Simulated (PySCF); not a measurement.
Ligand exchange on a metal centre used in film growth or etching (Sc F-OH). Isolated molecules, 0 K electronic values unless said otherwise. One relaxed conformer stands for each flexible species; it need not be the lowest.

The numbers are results of PySCF with TPSSh-D3(BJ)/def2-TZVP // BP86-D3(BJ)/def2-SVP, not measurements. 

| species | charge on the central atom (meta-Löwdin) (e) | coordination number | LUMO (eV) | HOMO (eV) |
|---|---|---|---|---|
| 0 of 3 F replaced by OH ([Sc(F)3]) | 1.54 | 3 | -2.93 | -10.08 |
| 1 of 3 F replaced by OH ([Sc(F)2(OH)]) | 1.47 | 3 | -2.45 | -8.27 |
| 2 of 3 F replaced by OH ([Sc(F)(OH)2]) | 1.41 | 3 | -2.02 | -7.81 |
